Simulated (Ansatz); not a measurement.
Worked example: the barrier

An elementary step of SiH₂SOF₂, closed shell (SiH₂SOF₂ ([OH][Si]([F])([F])[SH]) → SiOF₂ ([O][Si]([F])[F]) + H₂S (still joined by a long Si–S bond); bonds formed: S2–H4; bonds broken: O3–H4; bonds weakened to dative contacts: Si1–S2). “Start” is the structure reached by relaxing down from the saddle towards the reactants; PBE0-D4/def2-TZVP structures. The saddle:

Si1  (-0.534, 0.261, 0.586)
S2  (1.049, -0.975, -0.610)
O3  (-1.495, 0.257, -0.609)
H4  (-0.178, -0.633, -1.266)
F5  (0.259, 1.540, 1.064)
F6  (-0.772, -0.580, 1.898)
H7  (1.670, 0.130, -1.062)
(Å)

Ansatz 0.2.0; basis: def2-TZVPP and def2-QZVPP; cores frozen in the correlated methods.

Energies in eV:

| quantity | saddle | start |
| --- | --- | --- |
| Hartree–Fock, triple zeta (X = 3) | -26167.92183 | -26170.85488 |
| Hartree–Fock, quadruple zeta (X = 4) | -26168.86289 | -26171.79299 |
| MP2 correlation, X = 3 | -28.53471 | -27.89821 |
| MP2 correlation, X = 4 | -31.11284 | -30.47867 |
| CCSD(T) correlation, X = 3 | -30.02968 | -29.45847 |

(1) Work out the barrier at the basis limit: extrapolate Hartree–Fock as E(X) = E∞ + A exp(−7.88 √X) and the MP2 correlation as E(X) = E∞ + B X^−2.97 (the exponents that Neese and Valeev fitted for def2-TZVPP and QZVPP), then add CCSD(T) − MP2 in triple zeta.

No T1 diagnostic of these runs exceeds 0.015.

Answers

(1) Each step is linear, so take the differences first (saddle − start): Hartree–Fock 2.93305 (X = 3) and 2.93010 (X = 4); MP2 correlation -0.63650 and -0.63417; CCSD(T) correlation -0.57121.
Two points give E∞ = E(4) + w [E(4) − E(3)], with w = 1/(exp(7.88 (2 − √3)) − 1) = 0.1377 for Hartree–Fock and w = 1/((4/3)^2.97 − 1) = 0.7407 for the correlation.
Hartree–Fock: 2.93010 + 0.1377 × (-0.00295) = 2.9297 eV.
MP2 correlation: -0.63417 + 0.7407 × 0.00233 = -0.6324 eV.
CCSD(T) − MP2: -0.57121 − (-0.63650) = 0.0653 eV.
Sum: 2.9297 + (-0.6324) + 0.0653 = 2.3626 eV, or 54.48 kcal/mol. Plain CCSD(T) in triple zeta gives 2.3618 eV, so the larger basis shifts the result by 0.0008 eV.

Labels in which every atom is bracketed show which atoms are joined, not bond orders.

For scale, one of the runs: CCSD(T)/def2-TZVPP, 205 basis functions, launched by `ansatz run in.yaml --threads 4 --pin off --events-out ev --progress --plain --max-ram 9574MiB`. Hardware: 4 CPU threads of an AMD EPYC, shared host. Wall time 2.5 min; peak host memory 2.7 GiB.
